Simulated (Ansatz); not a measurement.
```yaml
crystal:
  periodic: [false, false, false]
  atoms:
    - {symbol: In, position_ang: [1.907211, -0.993232, 0.141832]}
    - {symbol: In, position_ang: [-1.605382, 1.279316, 0.658946]}
    - {symbol: As, position_ang: [-0.301829, -0.286084, -0.800769]}
basis:
  gaussian: {orbitals: def2-TZVPD}
total_charge: 1
hamiltonian: {xc: {name: rPW86-PBE}}
scf: {omitted_lower_state_checks: [starts]}
output: {forces: true}
```

```sh
$ ansatz run in.yaml --threads 4 --pin off --events-out ev --progress --plain --max-ram 3916MiB
```

Output, abridged:

```
Functional definition: rPW86-PBE
1269 factors; their error is unknown
mean field evaluation 1: about -71203.2916 eV, gradient 6.1e1 eV
mean field evaluation 2: about -71124.8207 eV, gradient 1.5e2 eV
mean field evaluation 4: about -71210.4210 eV, gradient 3.4e1 eV
mean field evaluation 8: about -71216.0591 eV, gradient 8.1e0 eV
mean field evaluation 16: about -71216.4145 eV, gradient 2.7e-1 eV
mean field -71216.40584082 eV, -2617.1546424365 hartree, gradient 1.6e-5 eV, S^2 0.000000; 0 other end points of the search recorded, 0 dependent functions left out
reference -71216.40595745 eV, -2617.1546467227 hartree; 37, 37 occupied and 129, 129 virtual orbitals, 1269 factors
Total energy: -71216.40595745 eV, -2617.1546467227 hartree
Atom 0 at     1.907211    -0.993232     0.141832 Å, force     0.448038    -0.152471     0.175294 eV/Å
Atom 1 at    -1.605382     1.279316     0.658946 Å, force    -0.273295     0.312861     0.279116 eV/Å
Atom 2 at    -0.301829    -0.286084    -0.800769 Å, force    -0.174744    -0.160391    -0.454410 eV/Å
Dipole moment:     0.240226     0.225078     0.632741 e Å
Checks for a lower state left out: starts
```

Hardware: 4 threads of Intel Xeon 6975P-C on a shared host. Wall time 2.6 s.

In the def2 sets In takes a core potential; there is no spin–orbit coupling. The restricted singlet is unstable towards broken spin symmetry at other levels; at RKS rPW86-PBE/def2-TZVPD this wasn't settled.

The dipole of an ion depends on the origin.
